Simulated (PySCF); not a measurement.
Z-matrix (Å, degrees):
```
W
O 1 1.7358
O 1 1.7359 2 114.22
N 1 1.9624 2 107.63 3 119.46
H 4 1.0255 1 124.52 2 25.72
H 4 1.0255 5 110.92 1 175.78
N 1 1.9625 2 107.70 3 -119.46
H 7 1.0255 1 124.56 2 -25.87
H 7 1.0255 8 110.90 1 -175.85
```
Charge 0, multiplicity 1.

Task: Give the LUMO, HOMO, charge on the central atom (Mulliken), total energy, dipole moment and HOMO–LUMO gap at the level PBE-D3(BJ)/def2-TZVP // BP86-D3(BJ)/def2-SVP run with PySCF 2.14.0.

Result: 
```
Item                                        Result
-------------------------------------  -----------
LUMO                                      -2.26 eV
HOMO                                      -6.41 eV
charge on the central atom (Mulliken)       1.24 e
total energy                           -8967.22 eV
dipole moment                               4.52 D
HOMO–LUMO gap                              4.15 eV
```
